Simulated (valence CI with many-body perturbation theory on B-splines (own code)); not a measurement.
Values are calculated unless marked as measured or tabulated.
# Energy levels of Tb⁵¹⁺

Level of theory: relativistic CI+MBPT: four valence electrons over a frozen Dirac-Fock core [Ne], a basis of 11 s, 11 p, 9 d, 7 f, 5 g, 2 h, 1 i functions for each j, with the one-electron correlation potential Σ1, the two-electron term Σ2, the three-electron term Σ3, Breit, model QED; selected CI, second order for the rest (own B-spline code, finite nucleus).

The last digits are not significant, and no measured levels were compared; by estimate large intervals hold to a few tenths of a per cent, small ones and those within an open d or f shell to about a per cent.

Levels 1 to 45 of 65, with energies above the lowest level, (3s^2 3p1/2^2) J=0. "Leading %" is the weight of the configuration and term that name the level; weights of strongly mixed levels are sums over their largest components and can fall short. In the jj column 3d3/2^4 stands for four electrons in 3d with j = 3/2.

```tsv
No.	Configuration	Term	J	E (× 10³ cm⁻¹)	Leading %	g	Second component	Leading jj
1	3s²3p²	³P	0	0.00	70		30 % 3s²3p² ¹S	3s^2 3p1/2^2 (99 %)
2	3s²3p²	³P	1	1488.0	99	1.492		3s^2 3p1/2 3p3/2 (99 %)
3	3s²3p²	¹D	2	1553.0	63	1.171	36 % 3s²3p² ³P	3s^2 3p1/2 3p3/2 (99 %)
4	3s3p³	³P°	2	2591.5	45	1.551	30 % 3s3p³ ⁵S°	3s 3p1/2^2 3p3/2 (95 %)
5	3s3p³	³D°	1	2788.7	32	1.027	22 % 3s3p³ ¹P°	3s 3p1/2^2 3p3/2 (83 %)
6	3s²3p3d	³F°	2	2995.0	74	0.756	20 % 3s²3p3d ¹D°	3s^2 3p1/2 3d3/2 (99 %)
7	3s²3p²	³P	2	3088.7	62	1.309	36 % 3s²3p² ¹D	3s^2 3p3/2^2 (98 %)
8	3s²3p²	¹S	0	3229.3	69		29 % 3s²3p² ³P	3s^2 3p3/2^2 (98 %)
9	3s²3p3d	³D°	1	3281.2	46	0.878	24 % 3s²3p3d ¹P°	3s^2 3p1/2 3d3/2 (84 %)
10	3s²3p3d	³P°	2	3471.5	43	1.305	32 % 3s²3p3d ³D°	3s^2 3p1/2 3d5/2 (93 %)
11	3s²3p3d	³F°	3	3479.1	53	1.115	22 % 3s²3p3d ¹F°	3s^2 3p1/2 3d5/2 (96 %)
12	3s3p³	³D°	2	4046.8	50	1.502	40 % 3s3p³ ⁵S°	3s 3p1/2 3p3/2^2 (92 %)
13	3s3p²3d	⁵F	1	4124.6	43	0.417	35 % 3s3p²3d ³D	3s 3p1/2^2 3d3/2 (97 %)
14	3s3p³	³D°	3	4160.6	92	1.308	5 % 3s²3p3d ³F°	3s 3p1/2 3p3/2^2 (92 %)
15	3s3p²3d	³D	2	4171.9	29	1.149	22 % 3s3p²3d ⁵F	3s 3p1/2^2 3d3/2 (95 %)
16	3s3p³	³P°	0	4243.0	88		11 % 3s²3p3d ³P°	3s 3p1/2 3p3/2^2 (88 %)
17	3s3p³	³P°	1	4336.7	38	1.269	22 % 3s3p³ ³D°	3s 3p1/2 3p3/2^2 (84 %)
18	3s3p³	¹D°	2	4347.5	56	1.085	10 % 3s²3p3d ³D°	3s 3p1/2 3p3/2^2 (73 %)
19	3s3p³	³S°	1	4420.0	34	1.358	23 % 3s3p³ ³P°	3s 3p1/2 3p3/2^2 (95 %)
20	3s3p²3d	³D	3	4572.4	31	1.358	22 % 3s3p²3d ⁵D	3s 3p1/2^2 3d5/2 (96 %)
21	3s3p²3d	³F	2	4667.6	29	1.021	21 % 3s3p²3d ¹D	3s 3p1/2^2 3d5/2 (92 %)
22	3s²3p3d	³F°	3	4740.7	41	1.102	35 % 3s²3p3d ¹F°	3s^2 3p3/2 3d3/2 (91 %)
23	3s²3p3d	³D°	2	4753.6	42	1.061	17 % 3s3p³ ¹D°	3s^2 3p3/2 3d3/2 (74 %)
24	3s²3p3d	³P°	1	4760.7	48	1.127	32 % 3s²3p3d ³D°	3s^2 3p3/2 3d3/2 (85 %)
25	3s²3p3d	³P°	0	4770.4	87		11 % 3s3p³ ³P°	3s^2 3p3/2 3d3/2 (87 %)
26	3s²3p3d	³F°	4	4927.8	99	1.241		3s^2 3p3/2 3d5/2 (99 %)
27	3s²3p3d	³P°	2	4980.6	43	1.252	38 % 3s²3p3d ¹D°	3s^2 3p3/2 3d5/2 (93 %)
28	3s²3p3d	³D°	3	5163.8	55	1.186	41 % 3s²3p3d ¹F°	3s^2 3p3/2 3d5/2 (92 %)
29	3s²3p3d	¹P°	1	5225.5	63	1.080	22 % 3s²3p3d ³P°	3s^2 3p3/2 3d5/2 (95 %)
30	3p⁴	³P	2	5412.3	28	1.190	16 % 3s3p²3d ⁵F	3s 3p1/2 3p3/2 3d3/2 (53 %)
31	3s3p²3d	⁵D	0	5471.7	70		14 % 3s3p²3d ³P	3s 3p1/2 3p3/2 3d3/2 (89 %)
32	3s3p²3d	⁵D	1	5492.5	53	1.162	21 % 3s3p²3d ⁵F	3s 3p1/2 3p3/2 3d3/2 (98 %)
33	3s3p²3d	⁵F	3	5526.8	46	1.147	34 % 3s3p²3d ³F	3s 3p1/2 3p3/2 3d3/2 (95 %)
34	3s3p²3d	⁵F	2	5537.6	28	1.169	22 % 3p⁴ ³P	3s 3p1/2 3p3/2 3d3/2 (58 %)
35	3p⁴	¹S	0	5598.3	41		25 % 3p⁴ ³P	3p1/2^2 3p3/2^2 (66 %)
36	3s3p²3d	³F	4	5636.9	29	1.184	28 % 3s3p²3d ³G	3s 3p1/2 3p3/2 3d3/2 (90 %)
37	3s3p²3d	³F	2	5734.9	62	0.903	7 % 3s3p²3d ⁵P	3s 3p1/2 3p3/2 3d3/2 (83 %)
38	3s3p²3d	³D	3	5771.1	29	1.339	26 % 3s3p²3d ⁵P	3s 3p1/2 3p3/2 3d3/2 (83 %)
39	3s3p²3d	⁵P	1	5808.1	34	1.781	24 % 3s3p²3d ³P	3s 3p1/2 3p3/2 3d3/2 (95 %)
40	3s3p²3d	⁵P	2	5810.8	27	1.431	24 % 3s3p²3d ³D	3s 3p1/2 3p3/2 3d3/2 (84 %)
41	3s3p²3d	⁵D	4	5826.5	48	1.389	34 % 3s3p²3d ⁵F	3s 3p1/2 3p3/2 3d5/2 (98 %)
42	3s3p³	³P°	2	5844.6	49	1.411	17 % 3s3p³ ¹D°	3s 3p3/2^3 (94 %)
43	3s3p²3d	³G	3	5846.8	50	0.915	23 % 3s3p²3d ¹F	3s 3p1/2 3p3/2 3d3/2 (97 %)
44	3s3p²3d	³D	1	5859.0	38	0.836	22 % 3s3p²3d ¹P	3s 3p1/2 3p3/2 3d3/2 (89 %)
45	3s3p²3d	³P	2	5972.9	35	1.339	18 % 3s3p²3d ⁵D	3s 3p1/2 3p3/2 3d5/2 (92 %)
```

The ionisation energy to 3s²3p ²P°1/2 of the next ion comes out as 4761.5 eV (NIST: 4760 ± 4 eV (theoretical)). All 65 levels together are meant to be complete up to 6610.0 × 10³ cm⁻¹.
